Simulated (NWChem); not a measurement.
System: NbHO₂F₂; SMILES [F][Nb]([F])([OH])=[O]

Excerpt of the output:

```
             Northwest Computational Chemistry Package (NWChem) 7.3.0
             --------------------------------------------------------

 C1  symmetry detected

                             Geometry "geometry" -> ""
                             -------------------------

 Output coordinates in angstroms (scale by  1.889725989 to convert to a.u.)

  No.       Tag          Charge          X              Y              Z
 ---- ---------------- ---------- -------------- -------------- --------------
    1 Nb                  41.0000     0.01450252    -0.00032808     0.02430901
    2 O                    8.0000    -0.17152734     0.00315894     1.69977935
    3 F                    9.0000     0.92841652    -1.55443522    -0.45941605
    4 F                    9.0000     0.95291125     1.53844082    -0.46146037
    5 O                    8.0000    -1.69548771     0.01300879    -0.74029978
    6 H                    1.0000    -2.59043278     0.02805924    -0.38461811

 Effective nuclear repulsion energy (a.u.)     498.1713613610

 Summary of "ao basis" -> "ao basis" (spherical)
 ------------------------------------------------------------------------------
       Tag                 Description            Shells   Functions and Types
 ---------------- ------------------------------  ------  ---------------------
 Nb                         def2-svp                11       31   5s3p2d1f
 O                          def2-svp                 6       14   3s2p1d
 F                          def2-svp                 6       14   3s2p1d
 H                          def2-svp                 3        5   2s1p

            General Information
            -------------------
          SCF calculation type: DFT
          Wavefunction type:  closed shell.
          No. of atoms     :     6
          No. of electrons :    48
           Alpha electrons :    24
            Beta electrons :    24
          Charge           :     0
          Spin multiplicity:     1
          Use of symmetry is: off; symmetry adaption is: off
          Maximum number of iterations: 150
          AO basis - number of functions:    92
                     number of shells:    38
          Convergence on energy requested:  1.00D-06
          Convergence on density requested:  1.00D-05
          Convergence on gradient requested:  5.00D-04

              XC Information
              --------------
          PerdewBurkeErnzerhof Exchange Functional  1.000
            Perdew 1991 LDA Correlation Functional  1.000 local
           PerdewBurkeErnz. Correlation Functional  1.000 non-local

             Grid Information
             ----------------
          Grid used for XC integration:  medium
          Radial quadrature: Mura-Knowles
          Angular quadrature: Lebedev.
          Tag              B.-S. Rad. Rad. Pts. Rad. Cut. Ang. Pts.
          ---              ---------- --------- --------- ---------
          Nb                  1.45      123           9.0       590
          O                   0.60       49           9.0       434
          F                   0.50       49          10.0       434
          H                   0.35       45          11.0       434
          Grid pruning is: on
          Number of quadrature shells:   364
          Spatial weights used:  Erf1

      Superposition of Atomic Density Guess
      -------------------------------------

 Sum of atomic energies:        -413.21834645

      Non-variational initial energy
      ------------------------------

 Total energy =    -404.718930
 1-e energy   =   -1008.770832
 2-e energy   =     387.972807
 HOMO         =      -0.494735
 LUMO         =      -0.042703

     ---------------------------------------------
      Total Density - Mulliken Population Analysis
     ---------------------------------------------

    Atom       Charge   Shell Charges
 -----------   ------   -------------------------------------------------------
    1 Nb  13     9.95  -0.33  1.61  0.76  0.15  0.03  5.94  0.21  0.07  1.20  0.20  0.12
    2 O    8     9.16   1.99  1.17  0.74  3.26  2.00  0.01
    3 F    9     9.68   1.99  1.16  0.80  3.56  2.16  0.00
    4 F    9     9.68   1.99  1.16  0.80  3.56  2.16  0.00
    5 O    8     8.89   1.99  1.11  0.66  3.15  1.98  0.00
    6 H    1     0.63   0.51  0.06  0.06

   convergence    iter        energy       DeltaE   RMS-Dens  Diis-err
 ---------------- ----- ----------------- --------- --------- ---------
 d= 0,ls=0.0,diis     1   -406.8698124316 -6.23D+02  6.01D-02  3.97D+00
 d= 0,ls=0.0,diis     2   -397.5333696356  9.34D+00  5.13D-02  6.71D+01
 d= 0,ls=0.0,diis     3   -407.2208634029 -9.69D+00  1.26D-02  1.89D+00
 d= 0,ls=0.0,diis     4   -407.2183615291  2.50D-03  5.85D-03  1.90D+00
 d= 0,ls=0.0,diis     5   -407.3877537995 -1.69D-01  2.02D-03  1.11D-01
  Resetting Diis
 d= 0,ls=0.0,diis     6   -407.3900132663 -2.26D-03  1.04D-03  1.05D-01
 d= 0,ls=0.0,diis     7   -407.3974964939 -7.48D-03  4.26D-03  3.06D-02
 d= 0,ls=0.0,diis     8   -407.3505360374  4.70D-02  3.51D-03  4.83D-01
 d= 0,ls=0.0,diis     9   -407.4004515706 -4.99D-02  1.86D-04  7.84D-04
 d= 0,ls=0.0,diis    10   -407.4005029769 -5.14D-05  1.08D-04  2.14D-04
 d= 0,ls=0.0,diis    11   -407.4005230552 -2.01D-05  3.25D-05  2.86D-05
 d= 0,ls=0.0,diis    12   -407.4005259640 -2.91D-06  8.49D-06  2.38D-06
 d= 0,ls=0.0,diis    13   -407.4005262180 -2.54D-07  1.72D-06  1.36D-07

         Total DFT energy =     -407.400526217979
      One electron energy =    -1013.175514443112
           Coulomb energy =      434.707942147431
    Exchange-Corr. energy =      -45.012048374527
 Nuclear repulsion energy =      216.079094452229

 Numeric. integr. density =       48.000004011906

                       DFT Final Molecular Orbital Analysis
                       ------------------------------------

 Vector   22  Occ=2.000000D+00  E=-3.129939D-01
              MO Center= -1.2D-02,  7.6D-03,  1.1D+00, r^2= 2.2D+00
   Bfn.  Coefficient  Atom+Function         Bfn.  Coefficient  Atom+Function
  ----- ------------  ---------------      ----- ------------  ---------------
    35      0.464246  2 O  px                38      0.315927  2 O  px
    18     -0.261557  1 Nb d  1              37      0.251923  2 O  pz
    65      0.166514  4 F  pz                51      0.161334  3 F  pz
    40      0.147966  2 O  pz                 6     -0.140218  1 Nb px
    68     -0.118749  4 F  pz                54     -0.115013  3 F  pz

 Vector   23  Occ=2.000000D+00  E=-3.072308D-01
              MO Center= -6.6D-01, -2.7D-03,  6.6D-01, r^2= 2.9D+00
   Bfn.  Coefficient  Atom+Function         Bfn.  Coefficient  Atom+Function
  ----- ------------  ---------------      ----- ------------  ---------------
    37      0.430339  2 O  pz                79     -0.367708  5 O  pz
    17     -0.265339  1 Nb d  0              82     -0.264841  5 O  pz
    40      0.249695  2 O  pz                 2      0.235308  1 Nb s
    35     -0.203003  2 O  px                 4     -0.175711  1 Nb s
     8      0.163196  1 Nb pz                34      0.144990  2 O  s

 Vector   24  Occ=2.000000D+00  E=-3.066835D-01
              MO Center= -6.2D-02,  7.5D-03,  1.0D+00, r^2= 2.3D+00
   Bfn.  Coefficient  Atom+Function         Bfn.  Coefficient  Atom+Function
  ----- ------------  ---------------      ----- ------------  ---------------
    36      0.521889  2 O  py                39      0.356148  2 O  py
    16      0.208854  1 Nb d -1               7     -0.187330  1 Nb py
    78      0.154347  5 O  py                50      0.147588  3 F  py
    64      0.146518  4 F  py                65      0.136300  4 F  pz
    51     -0.129385  3 F  pz                53     -0.109737  3 F  py

 Vector   25  Occ=0.000000D+00  E=-8.714865D-02
              MO Center=  4.4D-02, -1.8D-03,  3.5D-02, r^2= 1.9D+00
   Bfn.  Coefficient  Atom+Function         Bfn.  Coefficient  Atom+Function
  ----- ------------  ---------------      ----- ------------  ---------------
    19      0.715545  1 Nb d  2              18      0.512583  1 Nb d  1
    35      0.209394  2 O  px                49      0.176848  3 F  px
    38      0.174374  2 O  px                63      0.174809  4 F  px
    79     -0.157666  5 O  pz                52     -0.136655  3 F  px
    66     -0.135183  4 F  px                 6     -0.133791  1 Nb px

 Vector   26  Occ=0.000000D+00  E=-8.309551D-02
              MO Center= -1.4D-01,  2.4D-03, -9.1D-03, r^2= 1.8D+00
   Bfn.  Coefficient  Atom+Function         Bfn.  Coefficient  Atom+Function
  ----- ------------  ---------------      ----- ------------  ---------------
    15      0.665687  1 Nb d -2              16      0.603141  1 Nb d -1
    78      0.252286  5 O  py                81      0.215286  5 O  py
    36     -0.190780  2 O  py                39     -0.156290  2 O  py
    51     -0.142213  3 F  pz                65      0.141410  4 F  pz
    10     -0.115584  1 Nb py                 7      0.112610  1 Nb py

 Vector   27  Occ=0.000000D+00  E=-4.288417D-02
              MO Center= -6.1D-01,  7.3D-03, -1.4D-02, r^2= 4.3D+00
   Bfn.  Coefficient  Atom+Function         Bfn.  Coefficient  Atom+Function
  ----- ------------  ---------------      ----- ------------  ---------------
    18      0.545975  1 Nb d  1              76      0.542576  5 O  s
     5     -0.490096  1 Nb s                 19     -0.435383  1 Nb d  2
    89     -0.415734  6 H  s                 88     -0.213436  6 H  s
     9     -0.205493  1 Nb px                35      0.203613  2 O  px
    38      0.197478  2 O  px                75      0.193182  5 O  s

     ---------------------------------------------
      Total Density - Mulliken Population Analysis
     ---------------------------------------------

    Atom       Charge   Shell Charges
 -----------   ------   -------------------------------------------------------
    1 Nb  13    11.97  -0.34  1.70  0.70  0.17  0.00  5.97  0.39  0.15  2.63  0.45  0.14
    2 O    8     8.28   1.99  1.13  0.75  2.76  1.64  0.01
    3 F    9     9.30   1.99  1.13  0.82  3.32  2.04  0.00
    4 F    9     9.30   1.99  1.13  0.82  3.32  2.04  0.00
    5 O    8     8.37   1.99  1.08  0.67  2.87  1.76  0.01
    6 H    1     0.78   0.67  0.04  0.07

     -------------------------------------------
      Total Density - Lowdin Population Analysis
     -------------------------------------------

    Atom       Charge   Shell Charges
 -----------   ------   -------------------------------------------------------
    1 Nb  13    12.70   0.01  1.03  0.86  0.27  0.09  5.52  0.91  0.27  2.45  1.04  0.25
    2 O    8     8.10   1.98  0.98  0.67  2.64  1.82  0.02
    3 F    9     9.12   1.98  1.03  0.76  3.20  2.15  0.01
    4 F    9     9.12   1.98  1.03  0.76  3.20  2.15  0.01
    5 O    8     8.09   1.97  0.88  0.58  2.71  1.93  0.01
    6 H    1     0.88   0.54  0.16  0.18

     Multipole analysis of the density
     ---------------------------------

     L   x y z        total         alpha         beta         nuclear
     -   - - -        -----         -----         ----         -------
     0   0 0 0     -0.000000    -24.000000    -24.000000     48.000000

     1   1 0 0     -0.914128     -0.073383     -0.073383     -0.767362
     1   0 1 0      0.011249     -0.003055     -0.003055      0.017360
     1   0 0 1     -0.384880      0.450683      0.450683     -1.286246

     2   2 0 0    -26.931730    -95.378673    -95.378673    163.825616
     2   1 1 0     -0.087709      0.041894      0.041894     -0.171497
     2   1 0 1      0.153295     -1.554352     -1.554352      3.261999
     2   0 2 0    -34.271540    -94.002650    -94.002650    153.733759
     2   0 1 1     -0.006994      0.009280      0.009280     -0.025554
     2   0 0 2    -34.975262    -73.678401    -73.678401    112.381541

            General Information
            -------------------
          SCF calculation type: DFT
          Wavefunction type:  closed shell.
          No. of atoms     :     6
          No. of electrons :    48
           Alpha electrons :    24
            Beta electrons :    24
          Charge           :     0
          Spin multiplicity:     1
          Use of symmetry is: off; symmetry adaption is: off
          Maximum number of iterations: 150
          AO basis - number of functions:    92
                     number of shells:    38
          Convergence on energy requested:  1.00D-06
          Convergence on density requested:  1.00D-05
          Convergence on gradient requested:  5.00D-04

              XC Information
              --------------
          PerdewBurkeErnzerhof Exchange Functional  1.000
            Perdew 1991 LDA Correlation Functional  1.000 local
           PerdewBurkeErnz. Correlation Functional  1.000 non-local

             Grid Information
             ----------------
          Grid used for XC integration:  medium
          Radial quadrature: Mura-Knowles
          Angular quadrature: Lebedev.
          Tag              B.-S. Rad. Rad. Pts. Rad. Cut. Ang. Pts.
          ---              ---------- --------- --------- ---------
          Nb                  1.45      123           9.0       590
          O                   0.60       49           9.0       434
          F                   0.50       49          10.0       434
          H                   0.35       45          11.0       434
          Grid pruning is: on
          Number of quadrature shells:   364
          Spatial weights used:  Erf1

          Convergence Information
          -----------------------
          Convergence aids based upon iterative change in
          total energy or number of iterations.
          Levelshifting, if invoked, occurs when the
          HOMO/LUMO gap drops below (HL_TOL):  1.00D-02
          DIIS, if invoked, will attempt to extrapolate
          using up to (NFOCK): 10 stored Fock matrices.

                    Damping( 0%)  Levelshifting(0.5)       DIIS
                  --------------- ------------------- ---------------
          dE  on:    start            ASAP                start
          dE off:    2 iters        150 iters           150 iters

                            NWChem DFT Gradient Module
                            --------------------------

  charge          =   0.00
  wavefunction    = closed shell

                         DFT ENERGY GRADIENTS

    atom               coordinates                        gradient
                 x          y          z           x          y          z
   1 Nb      0.027406  -0.000620   0.045937   -0.003600   0.000080   0.018252
   2 O      -0.324140   0.005970   3.212117    0.002846  -0.000065  -0.027531
   3 F       1.754453  -2.937457  -0.868170   -0.004791   0.008359   0.002251
   4 F       1.800741   2.907232  -0.872034   -0.004935  -0.008271   0.002277
   5 O      -3.204007   0.024583  -1.398964    0.001011  -0.000017   0.008826
   6 H      -4.895208   0.053024  -0.726823    0.009469  -0.000085  -0.004075
```

Level: PBE/def2-SVP with def2 effective core potentials on Nb. Coordinates come from a PBE0/def2-SVP optimisation. def2 effective core potentials on Nb; no spin-orbit coupling.

**Question.** Reconstruct the input file.

**Answer.** One answer among several that fit: the input that was run:
```
start job
memory heap 200 mb stack 900 mb global 1100 mb
geometry units angstroms noautoz
  Nb    -0.001194     0.025770    -0.000933
  O      0.010440    -0.186576     1.671369
  F      1.512234     1.009775    -0.476062
  F     -1.579054     0.908192    -0.465779
  O      0.051634    -1.671105    -0.792574
  H      0.074623    -2.571403    -0.451110
end
basis spherical
  Nb library def2-svp
  O library def2-svp
  F library def2-svp
  H library def2-svp
end
ecp
  Nb library def2-ecp
end
dft
  xc xpbe96 cpbe96
  iterations 150
  mulliken
end
task dft gradient
```
